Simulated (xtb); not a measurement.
C2H4O2, charge +1, doublet, at a GFN2-xTB geometry (a state made from the parent by changing its charge; the spin is typed, not shown lowest).

The xtb input:
```
$ xtb mol.xyz --gfn 2 --chrg 1 --uhf 1 --etemp 5000 --json

# file mol.xyz
8

C     -1.32042707    -0.34233683     0.10969151
C      0.16773184     0.07655207    -0.03935270
O      1.01383999    -0.61812188     0.59301465
O      0.22080451     1.02845262    -0.76494638
H     -2.00780565     0.29290902    -0.45854172
H     -1.37266535    -1.36484274    -0.28366076
H     -1.54266230    -0.24051275     1.17890456
H      1.96214867    -0.37549092     0.51671879
```

**Question.** What does this run give for the partial charges in atom order, total energy (a free energy at this electronic temperature)?

**Answer.** 
* **partial charges in atom order**: C1 -0.12, C2 0.41, O3 -0.21, O4 -0.14, H5 0.21, H6 0.22, H7 0.22, H8 0.41
* **total energy (a free energy at this electronic temperature)**: -13.9032 Eh
